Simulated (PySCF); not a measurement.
Job file and geometry (Å, from GFN2-xTB) of an NMR shielding run on SMILES CC(=O)C[SiH2]c1cccs1, C7H10OSSi, GIAO PBE0/pcSseg-1 NMR shielding, non-relativistic, gas phase in PySCF 2.14.0, density-fitted response routines; density fitting, a coarse starting grid and PySCF grid level 2 are the driver's defaults:

```
$ OMP_NUM_THREADS=1 python probes_run.py task.json out

{"job": {"kind": "nmr", "xc": "PBE0", "basis": "pcSseg-1"}, "charge": 0, "multiplicity": 1}
C     -3.390151     0.288279    -1.059143
C     -2.722523    -0.091154     0.240745
O     -3.276096    -0.756411     1.084052
C     -1.317875     0.377966     0.382882
Si    -0.190118    -1.079699    -0.130693
C      1.574034    -0.460884    -0.046267
C      2.084978     0.743357     0.345656
C      3.491116     0.818097     0.269518
C      4.044117    -0.337083    -0.181850
S      2.855863    -1.529830    -0.520406
H     -3.585977     1.359239    -1.061412
H     -2.734242     0.060870    -1.895940
H     -4.332573    -0.241915    -1.167681
H     -1.114640     0.611343     1.426521
H     -1.126068     1.254424    -0.231163
H     -0.380276    -2.218292     0.767382
H     -0.492026    -1.469044    -1.516601
H      1.466812     1.556859     0.682450
H      4.060800     1.690293     0.537242
H      5.079697    -0.565736    -0.338023
```

Task: Write the output of this run.

Result: 
```
coarse grid: 18136 points
cycle   1  E = -1034.7087327722  dE =  1.596e+00  |g| = 8.482e-01  |ddm| = 4.305e+00
cycle   2  E = -1034.3217578378  dE =  3.870e-01  |g| = 1.633e+00  |ddm| = 2.662e+00
cycle   3  E = -1034.8523992496  dE = -5.306e-01  |g| = 2.006e-01  |ddm| = 2.072e+00
cycle   4  E = -1034.8607181637  dE = -8.319e-03  |g| = 6.965e-02  |ddm| = 2.092e-01
cycle   5  E = -1034.8616393238  dE = -9.212e-04  |g| = 3.142e-02  |ddm| = 1.028e-01
cycle   6  E = -1034.8619223126  dE = -2.830e-04  |g| = 6.552e-03  |ddm| = 4.309e-02
cycle   7  E = -1034.8619312092  dE = -8.897e-06  |g| = 2.476e-03  |ddm| = 7.308e-03
final grid: 167056 points
cycle   8  E = -1034.9335313719  dE = -1.275e-05  |g| = 1.627e-02  |ddm| = 3.596e-02
cycle   9  E = -1034.9333988182  dE =  1.326e-04  |g| = 2.991e-02  |ddm| = 3.863e-02
cycle  10  E = -1034.9335873862  dE = -1.886e-04  |g| = 3.003e-03  |ddm| = 2.732e-02
cycle  11  E = -1034.9335891865  dE = -1.800e-06  |g| = 4.043e-04  |ddm| = 2.674e-03
cycle  12  E = -1034.9335892277  dE = -4.120e-08  |g| = 1.664e-04  |ddm| = 7.359e-04
cycle  13  E = -1034.9335892341  dE = -6.356e-09  |g| = 6.607e-05  |ddm| = 2.157e-04
cycle  14  E = -1034.9335892350  dE = -9.870e-10  |g| = 2.309e-05  |ddm| = 7.616e-05
converged SCF energy = -1034.9335892350

GIAO shielding tensors (ppm)
atom      isotropic    diamagn.    paramagn.     s11        s22        s33       span
  0 C      154.198     251.645     -97.447    131.300    139.906    191.387     60.087
  1 C      -22.449     249.449    -271.897   -107.882    -62.001    102.538    210.420
  2 O     -340.124     397.068    -737.192   -926.544   -422.067    328.237   1254.781
  3 C      154.273     258.911    -104.638    126.048    142.837    193.933     67.885
  4 Si     394.598     882.823    -488.225    360.730    385.042    438.023     77.293
  5 C       47.476     261.770    -214.293    -26.611     17.579    151.460    178.071
  6 C       47.532     250.490    -202.957    -40.675     36.468    146.804    187.479
  7 C       55.494     254.753    -199.259    -26.345     41.303    151.524    177.869
  8 C       43.301     265.731    -222.430    -50.100     37.420    142.581    192.682
  9 S      239.916    1057.291    -817.375     70.708    259.792    389.248    318.540
 10 H       29.437      28.009       1.428     26.110     28.827     33.376      7.266
 11 H       29.163      30.837      -1.673     25.647     30.751     31.092      5.445
 12 H       29.822      26.789       3.033     26.703     27.368     35.396      8.693
 13 H       29.104      34.633      -5.529     25.565     28.484     33.263      7.698
 14 H       28.931      36.126      -7.195     24.946     30.404     31.443      6.498
 15 H       26.797      30.554      -3.757     22.269     26.538     31.583      9.314
 16 H       26.766      30.651      -3.885     22.407     27.069     30.822      8.415
 17 H       24.437      34.188      -9.751     20.522     24.351     28.437      7.915
 18 H       24.400      30.201      -5.801     21.194     25.026     26.979      5.786
 19 H       24.026      29.957      -5.931     21.282     23.688     27.109      5.826
```

Task: Turn these shieldings into chemical shifts. Shifts are taken against calculated references (same method and geometry level): ¹³C (186.93 ppm) and ²⁹Si (349.16 ppm) and ¹H (31.72 ppm) vs TMS; H2O for ¹⁷O (336.08 ppm); ³³S (503.73 ppm) against CS2.

Result: Averaging equivalent atoms: C 1: 209.4; C 8: 143.6; C 5: 139.4; C 6: 139.4; C 7: 131.4; C 0: 32.7; C 3: 32.7; O 2: 676.2; Si 4: -45.4; S 9: 264; H 19: 7.69; H 18: 7.32; H 17: 7.28; H 15/16: 4.94; H 13/14: 2.70; H 10/11/12: 2.24 ppm. Unscaled 17O shifts of doubly bonded oxygen tend to come out too high, by tens of ppm or more. Experimental scales use liquid or dissolved standards, which lie at an offset from isolated H2O (liquid H2O: subtract about 36 ppm).

Size and cost of the density-fitted run: 234 basis functions, 110 s wall time on 1 thread of an Arm Neoverse N1, shared host; peak memory 1.1 GiB.
